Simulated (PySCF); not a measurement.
# Electronic structure of Au (gold, neutral) at the r2SCANh level

Configuration: [Xe] 4f14 5d9 6s1 6p1, one real determinant (an excited configuration). Calculation: PySCF 2.14, in def2-TZVPPD with the def2 core potential (60 electrons) (6s5p3d2f1g, 59 functions); a scalar-relativistic core potential.

- Total energy: -135.5105 hartree
- One-electron energy: -235.8983 hartree
- Hartree (Coulomb) energy: 113.0846 hartree
- Exchange-correlation energy: -12.6968 hartree
- ⟨S²⟩: 3.7529
- ⟨L²⟩: 8.022
- Sum of ⟨r⟩: 29.05 bohr
- Sum of ⟨r²⟩: 60.73 bohr²
- Traceless quadrupole moment −½Σ⟨3z² − r²⟩ along its main axis: -6.28 e·bohr²

```csv
shell,electrons,mean orbital energy (hartree),spread (hartree),"rms radius, mean of both spins (bohr)"
5s α,1,-4.33247,0,0.997
5s β,1,-4.29304,0,0.997
5p α,3,-2.50055,0.04726,1.15
5p β,3,-2.45583,0.00846,1.15
5d α,5,-0.45182,0.05618,1.69
5d β,4,-0.40711,0.01859,1.69
6s α,1,-0.33690,0,2.87
6p α,1,-0.11178,0,4.12
```

⟨L²⟩ = 8.02 against 12 for a pure F term, so this real determinant mixes terms. Energies and moments cover only the electrons outside the core potential. Spin-orbit coupling, absent here, splits the open shell strongly.
